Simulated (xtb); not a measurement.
Harmonic IR lines of one isomer of C2H8Si2, unscaled. Computed with GFN2-xTB run with xtb 6.7.1.

| wavenumber (cm⁻¹) | relative intensity |
|---|---|
| 253 | 7.2 |
| 638 | 20 |
| 733 | 19 |
| 850 | 30 |
| 2104 | 100 |
| 3014 | 6.3 |
| 3028 | 3.2 |
| 3039 | 5.4 |

Task: Say which structure gives these lines.
A. `[SiH3][C@@H]1C[SiH2]1`
B. `[SiH3]/C=C/[SiH3]`
C. `CC[SiH]=[SiH2]`
D. `C/[SiH]=[SiH]/C`

Result: D, `C/[SiH]=[SiH]/C`
